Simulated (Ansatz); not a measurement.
GaCl3⁻. Total charge -1; doublet. Geometry PBE0-D4/def2-SVP, that of the neutral singlet; atoms count from 1.

```
atom   x (Å)   y (Å)   z (Å)
 Ga1   0.000   0.000   0.000
 Cl2  -1.495  -0.746   1.307
 Cl3   1.953  -0.825   0.042
 Cl4  -0.459   1.571  -1.349
```

The highest occupied level of the charge -1 doublet lies above zero (up to 0.95 eV). By energy differences its removal costs 0.57 eV (vertical, to the charge 0 singlet, at PBE0-D4/def2-TZVPD); a positive level beside a positive removal energy at the same level points to self-interaction error.

**Question.** Estimate the Mulliken populations from the PBE0/def2-TZVPD orbitals of Ansatz.

**Answer.** 
```json
{"atom": "Ga1", "charge (e)": "-0.45", "spin (α − β)": "1.32"}
{"atom": "Cl2", "charge (e)": "-0.18", "spin (α − β)": "-0.11"}
{"atom": "Cl3", "charge (e)": "-0.18", "spin (α − β)": "-0.11"}
{"atom": "Cl4", "charge (e)": "-0.18", "spin (α − β)": "-0.11"}
```
Mulliken values and Mayer orders depend strongly on the basis. With diffuse functions, as here, like atoms can get unlike values, and bond orders can come out too low or too high.

**Question.** Where does the spin sit?

**Answer.** Summed by element: Ga 1.32, Cl -0.32, of 1 unpaired in all. Largest on single atoms: Ga1 1.32, Cl3 -0.11, Cl2 -0.11.

**Question.** And the Mayer bond orders between bonded heavy atoms (over 0.3)?

**Answer.** Ga1–Cl2 0.43 (2.12 Å); Ga1–Cl3 0.43 (2.12 Å); Ga1–Cl4 0.43 (2.12 Å).
